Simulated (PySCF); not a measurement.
# Peak assignment

Atoms are numbered as in `[CH3:1][c:2]1[cH:3][cH:4][o:5][c:6]1[N:7]([SiH3:8])[SiH3:9]`. Each H is labelled by its parent atom.

[PySCF 2.14.0 with density-fitted response routines: PBE0/pcSseg-1 with gauge-including orbitals; structure optimised with GFN2-xTB; rapidly exchanging positions averaged; non-relativistic Hamiltonian; no solvent model; a single conformation]

Chemical shifts δ = σref − σ; ¹³C (186.93 ppm), ¹H (31.72 ppm) against TMS, all at this level.

Q: Assign these signals to the numbered atoms. ¹³C{¹H} NMR (computed): δ 158.2, 137.0, 123.0, 101.0, 12.8.

A: 
| δ (ppm) | atoms | environment | reason |
| --- | --- | --- | --- |
| 158.2 | C6 | aromatic carbon bearing nitrogen | σ withdrawal by the attached heteroatom moves it downfield of the ring CH carbons |
| 137.0 | C4 | aromatic CH next to the ring oxygen | – |
| 123.0 | C3 | aromatic CH | – |
| 101.0 | C2 | substituted aromatic carbon | – |
| 12.8 | C1 | methyl carbon on an aromatic ring | a saturated carbon with 1 carbon neighbour and no heteroatom attached |

Q: Assign these signals to the numbered atoms. ¹H NMR (500 MHz, computed): δ 7.02 (m, 1H), 6.43 (m, 1H), 4.93 (s, 6H), 2.39 (s, 3H).

A: 
| δ (ppm) | atoms | environment | reason |
| --- | --- | --- | --- |
| 7.02 | H(C4) | hydrogen on an aromatic CH next to the ring oxygen | ortho or para to a lone-pair donor, hence upfield of benzene |
| 6.43 | H(C3) | hydrogen on an aromatic CH | ring-current deshielding |
| 4.93 | H(Si8)/H(Si9) | hydrogen on a silicon bonded to N | – |
| 2.39 | H(C1) | hydrogen on a methyl carbon on an aromatic ring | benzylic-type position, deshielded by the ring |

Shifts are as computed. Against solution values, carbons near 30 ppm lie about +3 ppm off and those near 130 ppm about +5 ppm. Of 1309 compounds with measured shifts, 239 miss one by over three times the rms of a fit or turn the order of signals round; such compounds aren't used in these exercises. No couplings were computed; multiplicities are counted from neighbouring protons, with m where these are inequivalent, close in shift, in a saturated or five-membered ring or joined by F or P, and br s for small geminal =CH2 splittings.
